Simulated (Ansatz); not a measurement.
Coupled-cluster diagnostics for the cluster B2As2 (the lowest singlet isomer of a short search), Ansatz.

Geometry of the singlet (B3LYP-D4/def2-SVP):

```xyz
4

B    -0.340   -0.025    0.731
B     0.341    0.026   -0.730
As    0.885   -1.376    0.966
As   -0.886    1.374   -0.966
```

Correlated methods freeze 20 core orbitals; core or outer-core shells of As are correlated, in sets that lack core-valence functions. At PBE0-D4/def2-TZVP a triplet of charge 0 lies 1.30 eV below the restricted singlet, each at its own geometry. The structure comes from a short search, and lower isomers may exist.

Estimate the CCSD(T) correlation energy, the shares of MP2 and (T), T1 and the reference's ⟨S²⟩ for: charge 0, singlet, own geometry in def2-TZVPP; and the rough time on 2 threads of Intel Xeon Platinum 8259CL on a shared host.


| state | basis | correlation (eV) | MP2 share (%) | (T) share (%) | T1 | ⟨S²⟩ (pure) | wall time | remarks |
| --- | --- | --- | --- | --- | --- | --- | --- | --- |
| charge 0, singlet, own geometry | def2-TZVPP | -20.382 | 94.5 | 6.3 | 0.019 | 0.00 (0.00) | 53 s | restricted SCF unstable |
Customary marks for T1 are 0.02 (closed shells), 0.045 (open shells) and about 0.05 (3d metals). T1 stays under 0.02 throughout.
